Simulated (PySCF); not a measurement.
Spinor energies of Ir³⁺ (iridium, charge +3)

Start: [Xe] 4f14 5d6; 5d3/2 filled at m_j = -3/2, -1/2, +1/2, +3/2; 5d5/2 filled at m_j = +3/2, +5/2. Calculated with PySCF 2.14 in x2c-TZVPPall-2c (11s11p10d3f1g, 124 functions): generalised Hartree-Fock with the X2C-1e Hamiltonian and a Gaussian nucleus; one run each with spin-orbit coupling (SO) switched off, then screened by Boettger's factors.

```
spinor shell  electrons  ε, spin-free (eV)  ε, screened SO (eV)  weight of nominal j (screened SO)  rms radius, screened SO (bohr)
       1s1/2          2           -76567.4             -76540.4                              1.000                          0.0197
       2s1/2          2           -13569.4             -13560.8                              1.000                          0.0795
       2p1/2          2           -11801.0             -12969.2                              1.000                          0.0675
       2p3/2          4           -11801.0             -11335.9                              1.000                          0.0752
       3s1/2          2            -3264.9              -3262.0                              1.000                           0.203
       3p1/2          2            -2739.3              -2997.6                              1.000                           0.195
       3p3/2          4            -2739.3              -2634.3                              1.000                           0.210
       3d3/2          4            -2152.6              -2198.0                              1.000                           0.185
       3d5/2          6            -2152.6              -2119.8                              1.000                           0.189
       4s1/2          2            -756.79              -755.79                              1.000                           0.450
       4p1/2          2            -581.40              -643.16                              1.000                           0.456
       4p3/2          4            -581.40              -555.98                              1.000                           0.490
       4d3/2          4            -361.33              -371.00                              0.999                           0.507
       4d5/2          6            -361.33              -353.99                              1.000                           0.519
       5s1/2          2            -146.78              -146.50                              1.000                            1.05
       4f5/2          6            -114.62              -116.03                              0.990                           0.585
       5p1/2          2            -98.232              -110.11                              0.956                            1.15
       5p3/2          4            -98.232              -93.032                              0.980                            1.23
       5d3/2          4            -44.129              -44.159                              0.733                            1.63
       5d5/2          2            -44.129              -44.025                              0.814                            1.65
```

(1) Where does 4f7/2 lie, and what is the 4f spin-orbit splitting (screened SO)?

```csv
quantity,spin-free,screened SO
E (hartree),-17812.33127,-17837.13780
M_J,4,4
⟨J²⟩,20.020,20.042
⟨L²⟩,6.016,6.857
⟨S²⟩,6.004,5.714
```

Each row is a mean over spinors that exchange with the open shell spreads, by up to 8.629 eV (5p3/2).

Rows whose weight is well below 1 are mixtures of j = l ± 1/2: exchange outweighs spin-orbit coupling there, and the label is only the starting occupation.

Breit and QED terms are absent; they matter most for the inner s and p1/2 levels.

Densities and radii are taken from the X2C orbitals without a picture-change correction, which distorts them close to the nucleus.

Without spin-orbit coupling the j labels of p, d and f shells carry no meaning; the spin-free column gives the mean over the occupied spinors of each nl shell.

## Answers

(1) At -112.66 eV, 3.368 eV above 4f5/2.
